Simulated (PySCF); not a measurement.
# Correlation energy of Dy⁺ (dysprosium, charge +1)

[Xe] 4f10 6s1, one real determinant. Calculation: PySCF 2.14, in cc-pVDZ-X2C; the spin-free X2C one-electron Hamiltonian (Gaussian nucleus). Frozen: [Kr] 4d10; 19 electrons correlated.

| level | correlation energy (mhartree) |
| --- | --- |
| CCSD | -621.21 |
| (T) | -25.41 |
| CCSD(T) | -646.62 |

Diagnostics: T1 = 0.017, D1 = 0.0447, largest double amplitude 0.092.

Problem. Is a single reference adequate?

Solution. Mostly. T1 lies below 0.03, but a double amplitude of this size points to a near-degeneracy that CCSD handles and MP2 describes poorly.

The reference is one real determinant that mixes LS terms of this configuration.
